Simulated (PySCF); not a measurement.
# Fluorine: a sound run and one with changed settings

Sound run: F⁺ [He] 2s2 2p4, F²⁺ [He] 2s2 2p3. All numbers are calculated (PySCF 2.14, scalar relativity by spin-free X2C-1e, in x2c-TZVPall (5s3p2d1f, 31 functions)). In the sound run the correlated levels freeze 1s2. The sound run starts from symmetry-adapted Hartree-Fock orbitals and uses a fine grid where one is needed.

Changed run: basis STO-3G, all-electron and non-relativistic. This setting is unsound on purpose.

| species | method | sound run (hartree) | changed run (hartree) | converged |
| --- | --- | --- | --- | --- |
| F⁺ | UHF | -98.92406 | -97.52349 | yes |
| F⁺ | TPSS | -99.22241 | -97.78174 | yes |
| F⁺ | LDA | -98.53552 | -97.07786 | yes |
| F⁺ | MP2 | -99.06494 | -97.52349 | yes |
| F²⁺ | UHF | -97.69681 | -96.22428 | yes |
| F²⁺ | TPSS | -97.91921 | -96.41663 | yes |
| F²⁺ | LDA | -97.24030 | -95.73133 | yes |
| F²⁺ | MP2 | -97.79395 | -96.22428 | yes |

Ionisation energy of F⁺:

| method | sound run (eV) | changed run (eV) |
| --- | --- | --- |
| UHF | 33.395 | 35.353 |
| TPSS | 35.462 | 37.146 |
| LDA | 35.245 | 36.641 |
| MP2 | 34.586 | 35.353 |
| SCS-MP2 | 34.679 | 35.353 |

A minimal basis cannot let orbitals breathe on ionisation and holds almost no correlation. The Hamiltonian changed with the basis, so the totals do not compare.

For comparison, NIST gives 34.971 eV between the lowest levels.
